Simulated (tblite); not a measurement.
Parent: `[CH3:1][C:2](=[O:3])[c:4]1[n:5][n:6]([CH3:7])[n:8][c:9]1[CH3:10]` with C1–C2–C4–N5 -1°, C6H9N3O.

The geometries are computed with GFN2-xTB (gas phase). One conformer each, not checked by frequencies here.

```json
{"coordinate of the parent": "C1–C2", "value": "1.505 Å"}
{"coordinate of the parent": "C2=O3", "value": "1.212 Å"}
{"coordinate of the parent": "C2–C4", "value": "1.463 Å"}
{"coordinate of the parent": "C4–N5", "value": "1.338 Å"}
{"coordinate of the parent": "N5–N6", "value": "1.301 Å"}
{"coordinate of the parent": "N6–C7", "value": "1.431 Å"}
{"coordinate of the parent": "N6–N8", "value": "1.317 Å"}
{"coordinate of the parent": "N8–C9", "value": "1.326 Å"}
{"coordinate of the parent": "C9–C10", "value": "1.478 Å"}
{"coordinate of the parent": "C4–C9", "value": "1.417 Å"}
{"coordinate of the parent": "C1–C2–O3", "value": "123.4°"}
{"coordinate of the parent": "C1–C2–C4", "value": "114.7°"}
{"coordinate of the parent": "O3–C2–C4", "value": "121.9°"}
{"coordinate of the parent": "C2–C4–N5", "value": "123.9°"}
{"coordinate of the parent": "C2–C4–C9", "value": "128.7°"}
{"coordinate of the parent": "N5–C4–C9", "value": "107.4°"}
{"coordinate of the parent": "C4–N5–N6", "value": "105.0°"}
{"coordinate of the parent": "N5–N6–C7", "value": "122.8°"}
{"coordinate of the parent": "N5–N6–N8", "value": "115.2°"}
{"coordinate of the parent": "C7–N6–N8", "value": "122.1°"}
{"coordinate of the parent": "N6–N8–C9", "value": "105.3°"}
{"coordinate of the parent": "N8–C9–C10", "value": "123.6°"}
{"coordinate of the parent": "C4–C9–N8", "value": "107.2°"}
{"coordinate of the parent": "C4–C9–C10", "value": "129.2°"}
```

**Question.** How does the shared frame change in `[CH3:1][c:2]1[cH:3][n:4][n:5]([CH3:6])[n:7]1`, C4H7N3? Atoms pair as C4 = C3, N5 = N4, N6 = N5, C7 = C6, N8 = N7, C9 = C2, C10 = C1 (parent first).

**Answer.** 
```csv
parent,relative,value in the relative,change
C4–N5,C3–N4,1.325 Å,-0.013
N5–N6,N4–N5,1.311 Å,+0.010
N6–C7,N5–C6,1.431 Å,0.000
N6–N8,N5–N7,1.313 Å,-0.004
N8–C9,N7–C2,1.330 Å,+0.004
C9–C10,C2–C1,1.484 Å,+0.006
C4–C9,C3–C2,1.403 Å,-0.014
N5–C4–C9,N4–C3–C2,108.3°,+0.9
C4–N5–N6,C3–N4–N5,104.7°,-0.3
N5–N6–C7,N4–N5–C6,122.9°,+0.1
N5–N6–N8,N4–N5–N7,114.8°,-0.4
C7–N6–N8,C6–N5–N7,122.3°,+0.2
N6–N8–C9,N5–N7–C2,105.1°,-0.2
N8–C9–C10,N7–C2–C1,123.2°,-0.4
C4–C9–N8,C3–C2–N7,107.1°,-0.1
C4–C9–C10,C3–C2–C1,129.6°,+0.4
```

Of the parent's bonds, C4–N5 and C4–C9 change most and about equally (-0.014 to -0.013 Å).

**Question.** How does the shared frame change in `[CH2:1]=[CH:2][c:3]1[n:4][n:5]([CH3:6])[n:7][c:8]1[CH3:9]` with C1–C2–C3–N4 2°, C6H9N3? Atoms pair as C1 = C1, C2 = C2, C4 = C3, N5 = N4, N6 = N5, C7 = C6, N8 = N7, C9 = C8, C10 = C9 (parent first).

**Answer.** 
| parent | relative | value in the relative | change |
| --- | --- | --- | --- |
| C1–C2 | C1=C2 | 1.327 Å | -0.178 |
| C2–C4 | C2–C3 | 1.443 Å | -0.020 |
| C4–N5 | C3–N4 | 1.336 Å | -0.002 |
| N5–N6 | N4–N5 | 1.308 Å | +0.007 |
| N6–C7 | N5–C6 | 1.430 Å | -0.001 |
| N6–N8 | N5–N7 | 1.315 Å | -0.002 |
| N8–C9 | N7–C8 | 1.327 Å | +0.001 |
| C9–C10 | C8–C9 | 1.483 Å | +0.005 |
| C4–C9 | C3–C8 | 1.416 Å | -0.001 |
| C1–C2–C4 | C1–C2–C3 | 123.8° | +9.1 |
| C2–C4–N5 | C2–C3–N4 | 124.6° | +0.7 |
| C2–C4–C9 | C2–C3–C8 | 128.2° | -0.5 |
| N5–C4–C9 | N4–C3–C8 | 107.2° | -0.2 |
| C4–N5–N6 | C3–N4–N5 | 105.1° | +0.1 |
| N5–N6–C7 | N4–N5–C6 | 122.5° | -0.3 |
| N5–N6–N8 | N4–N5–N7 | 115.0° | -0.2 |
| C7–N6–N8 | C6–N5–N7 | 122.5° | +0.4 |
| N6–N8–C9 | N5–N7–C8 | 105.1° | -0.2 |
| N8–C9–C10 | N7–C8–C9 | 123.0° | -0.6 |
| C4–C9–N8 | C3–C8–N7 | 107.6° | +0.4 |
| C4–C9–C10 | C3–C8–C9 | 129.3° | +0.1 |

Of the parent's bonds, C1–C2 changes most (-0.178 Å).

**Question.** How does the shared frame change in `[CH3:1][S:2][c:3]1[n:4][n:5]([CH3:6])[n:7][c:8]1[CH3:9]` with C1–S2–C3–N4 0°, C5H9N3S? Atoms pair as C4 = C3, N5 = N4, N6 = N5, C7 = C6, N8 = N7, C9 = C8, C10 = C9 (parent first).

**Answer.** 
```csv
parent,relative,value in the relative,change
C4–N5,C3–N4,1.329 Å,-0.009
N5–N6,N4–N5,1.319 Å,+0.018
N6–C7,N5–C6,1.430 Å,-0.001
N6–N8,N5–N7,1.314 Å,-0.003
N8–C9,N7–C8,1.325 Å,-0.001
C9–C10,C8–C9,1.481 Å,+0.003
C4–C9,C3–C8,1.412 Å,-0.005
N5–C4–C9,N4–C3–C8,108.4°,+1.0
C4–N5–N6,C3–N4–N5,104.4°,-0.6
N5–N6–C7,N4–N5–C6,122.5°,-0.3
N5–N6–N8,N4–N5–N7,114.7°,-0.5
C7–N6–N8,C6–N5–N7,122.9°,+0.8
N6–N8–C9,N5–N7–C8,105.7°,+0.4
N8–C9–C10,N7–C8–C9,124.5°,+0.9
C4–C9–N8,C3–C8–N7,106.9°,-0.3
C4–C9–C10,C3–C8–C9,128.7°,-0.5
```

Of the parent's bonds, N5–N6 changes most (+0.018 Å). Bonds of the relative outside the shared frame: C1–S2 1.814, S2–C3 1.739 Å.
